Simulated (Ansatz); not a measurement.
Input file:

```yaml
crystal:
  periodic: [false, false, false]
  atoms:
    - { symbol: W, position_ang: [-0.054099, -0.105911, -0.022022] }
    - { symbol: Cl, position_ang: [0.331118, -0.997031, 2.196885] }
    - { symbol: F, position_ang: [1.808077, -0.227761, -0.125941] }
    - { symbol: O, position_ang: [0.145876, 1.47135, -0.984492] }
    - { symbol: H, position_ang: [-0.089195, 1.783899, -1.843581] }
    - { symbol: O, position_ang: [-1.611942, 0.472131, 0.764695] }
    - { symbol: H, position_ang: [-1.981577, 0.392862, 1.635267] }
    - { symbol: O, position_ang: [-0.195048, -1.950646, -0.429119] }
    - { symbol: H, position_ang: [0.153541, -2.526885, 0.242388] }
    - { symbol: H, position_ang: [-0.911065, -0.366408, -1.415334] }
    - { symbol: O, position_ang: [1.150459, 2.027683, 1.927021] }
    - { symbol: H, position_ang: [1.960504, 2.274458, 1.498335] }
    - { symbol: H, position_ang: [1.387351, 1.322359, 2.548898] }
basis:
  gaussian: { orbitals: def2-SVP }
hamiltonian:
  xc: hf
relax:
  f_tol: 0.03
  max_steps: 50
```

Command:

```bash
$ ansatz run input.yaml --threads 4 --pin off --max-ram 5120MiB --backend cpu --events-out ev --progress --plain --runs-dir out
```

Hardware: 4 threads of Arm Neoverse V1 (shared host).

Roughly how long does this run take, and how much memory?

33 s, with a peak of 0.45 GiB, for 13 ionic steps.
